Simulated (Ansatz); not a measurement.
The cluster Be₃Se₂. Total charge 0; singlet. Geometry relaxed at r2SCAN-D4/def2-SVP.

| atom | x (Å) | y (Å) | z (Å) |
| --- | --- | --- | --- |
| Be1 | 0.769 | 0.029 | -0.480 |
| Be2 | -0.645 | 0.803 | 1.116 |
| Be3 | -1.242 | -0.873 | 0.061 |
| Se4 | 1.153 | 1.691 | 0.702 |
| Se5 | -0.035 | -1.649 | -1.400 |

The structure comes from a short search, and lower isomers may exist.

**Question.** Estimate the harmonic wavenumbers at RKS r2SCAN-D4/def2-SVP (Ansatz, unscaled). Is this a minimum?

**Answer.** 186, 210, 249, 339, 377, 526, 615, 795, 833 cm⁻¹. Yes, no mode is imaginary beyond noise. Zero-point energy 24.7 kJ/mol. Run time 37 s (4 threads of Arm Neoverse V1 on a shared host).
